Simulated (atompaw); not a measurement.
**hafnium: one change to a PAW (atompaw) potential, before and after**

hafnium (Hf), PAW, made with atompaw 4.2.0.5 (LDA (PW92), scalar-relativistic). Core [Kr] 4d10 4f14, reference 5s2 5p6 5d2 6s2 6p0. Waves: 5s (bound): rc 1.85 bohr; 6s (bound): rc 0.65 bohr; 5p (bound): rc 1.95 bohr; 6p (bound, empty): rc 2.65 bohr; 5d (bound): rc 1.90 bohr; 5d channel at 1.35 Ry: rc 1.90 bohr. Local part: bessel scheme, radius 2.60 bohr. Core correction: smooth core density matched at 2.15 bohr. Augmentation charge: besselshape compensation charge, radius 2.15 bohr; PAW radius 2.65 bohr; waves and projectors: custom rrkj vanderbiltortho.

Change: local potential bessel scheme, radius 1.90 bohr.

Cutoffs: the cutoffs (Ry, on a coarse ladder) from which the occupation-weighted sum of valence levels, in a spherical-Bessel basis at the reference potential, stays within 10 and 1 mRy of its value at 400 Ry; they do not see the model core or the augmentation charge, which bear on the density cutoff.

**Question.** What does the change do?

**Answer.** The potential gets neither clearly harder nor softer (80 Ry and 100 Ry → 80 Ry and 100 Ry); a bound ghost appears in s, which as a rule spoils a file; the range in which the s phases agree widens (upper end 2.1 → at the end of the scan). A state that the projectors do not describe sees the local part alone, so a deeper or shallower local part can create or remove a ghost.

```tsv
quantity	base	changed
cutoff, loose	80 Ry	80 Ry
cutoff, tight	100 Ry	100 Ry
bound ghosts	none	s
s: phases at 2.66 bohr within 0.05 rad from the reference energy up to (Ry; the scan ends near 5)	2.1	to the end of the scan
p: phases at 2.66 bohr within 0.05 rad from the reference energy up to (Ry; the scan ends near 5)	to the end of the scan	to the end of the scan
d: phases at 2.66 bohr within 0.05 rad from the reference energy up to (Ry; the scan ends near 5)	to the end of the scan	to the end of the scan
lowest overlap eigenvalue by channel	s 0.23, p 0.53, d 0.98	s 0.08, p 0.52, d 0.75
```

 A true bound ghost makes a file unfit for plane-wave use even where its test errors are small: the radial tests pick states by their node count and pass the ghost by. The cutoffs see the waves, projectors and local potential, not the compensation charge or the core.
